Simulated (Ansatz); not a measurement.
`[CH3][W]([CH3])(=[O])=[O]` + NH₃ → `[CH3][W]([NH2])(=[O])=[O]` + CH₄ at 298.15 K and 1 bar (ligand exchange at a W–C bond).

Gas-phase electronic energies from Ansatz, PBE0-D4/def2-TZVP geometries. CCSD(T)/CBS is the MP2 limit (def2-TZVPP, def2-QZVPP) plus CCSD(T) − MP2 in def2-TZVPP, frozen cores. This one scheme is used for every species. def2 core potentials past Kr. For W outer-core shells are correlated without core-valence functions, which leaves a few kJ/mol of doubt a bond. Each species was taken in one conformer, which may not be the lowest.

```csv
species,CCSD(T)/CBS energy (Eh),H − E (kJ/mol),S (J/(mol·K))
`[CH3][W]([CH3])(=[O])=[O]`,-297.12079,225.1,368.7
NH₃,-56.50880,100.5,192.4
`[CH3][W]([NH2])(=[O])=[O]`,-313.20736,199.8,355.9
CH₄,-40.46206,127.4,186.2
```

H − E and S are ideal-gas, rigid-rotor, harmonic terms from PBE0-D4/def2-TZVP, for one conformer and one mirror image of each species. 1 Eh = 2625.50 kJ/mol, R = 8.31446 J/(mol·K).

**Question.** By hand: ΔE, ΔH, ΔS and ΔG.

**Answer.** ΔE = (-313.20736) + (-40.46206) − (-297.12079) − (-56.50880) = -0.03983 Eh = -104.6 kJ/mol. Δ(H − E) = 199.8 + 127.4 − 225.1 − 100.5 = 1.6, so ΔH = -103.0 kJ/mol. ΔS = 355.9 + 186.2 − 368.7 − 192.4 = -19.0 J/(mol·K). ΔG = -103.0 − 298.15 × (-19.0)/1000 = -97.3 kJ/mol.

**Question.** By hand: the equilibrium constant, and the temperature at which ΔG would vanish if ΔH and ΔS stayed fixed.

**Answer.** log₁₀ K = −ΔG/(RT ln 10) = 17.0. ΔG = 0 at ΔH/ΔS = 5421 K, far beyond where these terms or the molecules hold.

ΔH outweighs TΔS. A doubt of 5 kJ/mol in ΔE shifts log₁₀ K by 0.9 here. Other conformers and mirror images would add mixing entropy, several J/(mol·K) or more a flexible species. These are equilibria of isolated gas molecules and say nothing of rates. Largest T1 diagnostic: 0.023 (customary marks: 0.02 for closed shells, 0.045 for open ones).
